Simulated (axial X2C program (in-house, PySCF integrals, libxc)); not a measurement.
## Low determinants of MoSn at the PBE0 level, 2c

Calculated with an axial X2C code built on PySCF integrals. Two-component (2c) means X2C with spin–orbit coupling and atomic mean-field two-electron Coulomb and Gaunt terms. Basis: Sn dyall-cv3z [11s12p9d4f1g], Mo dyall-cv3z [11s12p9d5f3g] (cores contracted in-house); Gaussian nuclei, density fitting, unrestricted open shells. Masses: Sn 119.902 u, Mo 97.905 u.

Search at 2.780 Å (vertical energies from the lowest determinant):

| ΔE (eV) | state | electrons beyond evenly filled partner blocks | electrons in ±ω = 1/2, 3/2, 5/2, 7/2 |
| --- | --- | --- | --- |
| 0.00 | Ω = 3 | ω = 1/2, ω = 5/2 | 59 26 7 0 |
| 0.25 | Ω = 1 | ω = -3/2, ω = 5/2 | 58 27 7 0 |
| 0.37 | Ω = 2 | ω = -1/2, ω = 5/2 | 59 26 7 0 |
| 0.48 | Ω = 2 | 2 × ω = 1/2, ω = -3/2, ω = 5/2 | 58 27 7 0 |
| 0.55 | Ω = 4 | ω = 3/2, ω = 5/2 | 58 27 7 0 |
| 1.15 | Ω = 0 | ω = -1/2, 2 × ω = 3/2, ω = -5/2 | 59 26 7 0 |
| 1.43 | Ω = 1 | ω = -1/2, ω = 3/2 | 59 27 6 0 |

Lowest determinant, Ω = 3 (⟨Sz⟩ = 2.02, ⟨Lz⟩ = 0.98 at PBE0): Re = 2.724 Å, ωe = 164.9 cm⁻¹.

The determinant in row 2 of the search, Ω = 1 (⟨Sz⟩ = 2.00, ⟨Lz⟩ = -1.00 at PBE0), was followed along the bond at PBE0; measured from the minimum of the lowest determinant it gives:

Te = 0.251 eV (2021 cm⁻¹), Re = 2.712 Å, ωe = 168.1 cm⁻¹.

Question: Compare the bond of the determinant in row 2 with that of the lowest one.

Answer: At PBE0 its Re is 0.012 Å shorter and its force constant, which goes as ωe², is 1.04 times that of the lowest determinant. T0 ≈ Te + Δωe/2 = 2021 + (2) = 2023 cm⁻¹.

The search compares states at one distance, so a state with another bond length can lie lower; it is not exhaustive and yields mostly the lowest determinant of each block pattern, so other components and higher states of one pattern are missing. These are energies of single determinants, not of spin-adapted states; PBE0 term energies can be off by some tenths of an eV, and the functional has no current term. Open-shell Ω = 0 determinants with evenly filled partner blocks cannot be reached by this program, so the Ω shown need not be the lowest component. The lowest determinant need not be the ground state where others lie within half an eV.
